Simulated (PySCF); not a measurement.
# Distorted geometries of [ReO2F4]−

[ReO2F4]− (singlet). PySCF 2.14.0, RKS r2SCAN, Re def2-SVP with ECP60, O def2-SVP, F def2-SVP; non-relativistic Hamiltonian with scalar-relativistic core potentials where named; density fitting; no spin-orbit coupling. Relaxed geometry:

```xyz
7

Re    0.0691    0.0343    0.0857
O     1.2799   -0.7855    0.9871
O    -0.0628    1.4884    0.9906
F    -1.3590   -0.8246    0.9813
F     1.2957    0.7657   -1.1556
F    -1.3046    0.6675   -1.1378
F    -0.0182   -1.4594   -1.1576
```

Question: Order these distorted geometries by energy above the relaxed one, lowest first.
A.
```xyz
7

Re    0.0129   -0.0225    0.2644
O     1.2569   -0.9765    0.9388
O    -0.0409    1.5582    0.8807
F    -1.2546   -0.8830    0.7687
F     1.3254    0.8825   -1.0681
F    -1.3204    0.6395   -1.1583
F    -0.0789   -1.3117   -1.0325
```
B.
```xyz
7

Re    0.0448    0.1047    0.1098
O     1.6264   -0.7777    1.1165
O    -0.1768    1.0860    1.3345
F    -1.5562   -0.8480    0.9177
F     1.4931    1.0129   -1.3374
F    -1.3558    0.6708   -1.1312
F    -0.1752   -1.3623   -1.4161
```
C.
```xyz
7

Re   -0.0504    0.0322    0.1200
O     1.2619   -0.8954    0.8992
O     0.2291    1.2343    0.8575
F    -1.7409   -0.5763    0.9905
F     1.2462    0.8882   -1.1966
F    -1.1326    0.6496   -1.0587
F     0.0870   -1.4460   -1.0181
```

Answer: A (3.01 eV), B (4.46 eV), C (5.28 eV).

Question: Which forces (eV/Å) act in the one that lies 3.01 eV up?

Answer: 
```
Re   11.62   9.53  -9.57
O     0.81   0.53   1.66
O    -0.27   0.76   2.09
F   -12.26  -6.98   6.45
F    -1.14  -1.43   1.28
F     0.53   0.04   1.28
F     0.71  -2.45  -3.18
```
Forces carry noise of the integration grid, about 0.01 to 0.03 eV/Å.

No frequency check is given that shows the relaxed geometry to be a minimum.
